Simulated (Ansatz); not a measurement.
Gas-phase electronic energies from Ansatz, PBE0-D4/def2-TZVP geometries. CBS: MP2 limit from def2 TZ/QZ plus the TZ coupled-cluster correction, frozen cores. Functionals use def2-TZVPP. One conformer a species, not always the lowest.

`C[SiH]([AlH2])O[SiH3]` + `CNCS` → `[AlH2][NH]CS` + `C[SiH](C)O[SiH3]`  (formal exchange of groups at the Al–Si bond)

Is it downhill or uphill in electronic energy at CCSD(T)/CBS, and by how much? (An estimate is asked.)

Computed: Downhill: ΔE = -201.1 kJ/mol.

What do these levels give: PBE0, SCS-MP2/def2-TZVPP, HF/def2-QZVPP, MP2/def2-QZVPP, SCS-MP2/def2-QZVPP, HF/CBS(def2)? (Estimate.)

The calculation gave: PBE0 -186.3, SCS-MP2/def2-TZVPP -206.3, HF/def2-QZVPP -197.3, MP2/def2-QZVPP -213.9, SCS-MP2/def2-QZVPP -207.7, HF/CBS(def2) -197.5 kJ/mol.

Largest T1 diagnostic among the species: 0.012.

In def2-TZVPP, CCSD(T) changes the Hartree–Fock value by −3.4 kJ/mol (the triples alone add −0.7 kJ/mol) and MP2 by −16.5 kJ/mol.
